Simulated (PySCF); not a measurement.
An unknown gives this computed stick spectrum. Level of theory: PySCF 2.14.0, density-fitted response routines, TDDFT PBE0/def2-SVPD, vertical, gas phase, core orbitals frozen in the response. Geometries: PBE0-D3(BJ)/def2-SVP, one conformer each.

| state | E (eV) | f |
| --- | --- | --- |
| S1 | 4.20 | 0.056 |
| S2 | 5.73 | 0.167 |
| S3 | 5.86 | 0.092 |
| S4 | 6.41 | 0.017 |
| S5 | 6.80 | 0.081 |
| S6 | 6.88 | 0.0085 |
| S7 | 7.27 | 0.021 |
| S8 | 7.29 | 0.0023 |
| S9 | 7.45 | 0.0052 |
| S10 | 7.47 | 0.026 |

Triplets computed (Tamm–Dancoff): 3.21, 4.78, 5.41, 6.16 eV.

Question: Which candidate is it?
A. `CC(C)OC1=[O+][BH2-]OC=C1`
B. `FC(F)(F)Oc1ccccc1`
C. `C1CC[C@@H]2CCC[C@H]2C1`

Answer: A. Its S1, at 4.20 eV, is the lowest among the candidates; the nearest of the others has S1 at 5.36 eV. S1 is HOMO→LUMO (96%). Löwdin shares by element: HOMO carbon 22% or more, oxygen 20% or more, boron 13%, hydrogen 12% or more (atoms not listed hold the other 34%); LUMO carbon 49% or more, oxygen 25% or more (atoms not listed hold the other 26%). At the same level the other candidates give, for their lowest levels:
- `FC(F)(F)Oc1ccccc1`: 5.36 eV (f 0.009); 6.08 eV (f 0.034); 6.95 eV (f 0.003); 7.01 eV (f 0.594); 7.04 eV (f 0.558); T1 4.05 eV; HOMO -7.32, LUMO -0.70 eV
- `C1CC[C@@H]2CCC[C@H]2C1`: 7.90 eV (f 0.004); 7.99 eV (f 0.004); 8.23 eV (f 0.008); 8.24 eV (f 0.006); 8.33 eV (f 0.012); T1 7.74 eV; HOMO -8.09, LUMO 0.85 eV

Shape of the structure used: `[CH3:1][CH:2]([CH3:3])[O:4][C:5]1=[O+:6][BH2-:7][O:8][CH:9]=[CH:10]1`: C1–C2–O4–C5 -152°, C2–O4–C5–O6 -2°.

Without π bonds the low states are Rydberg-like; a valence basis with one diffuse set may place them up to an eV too high.
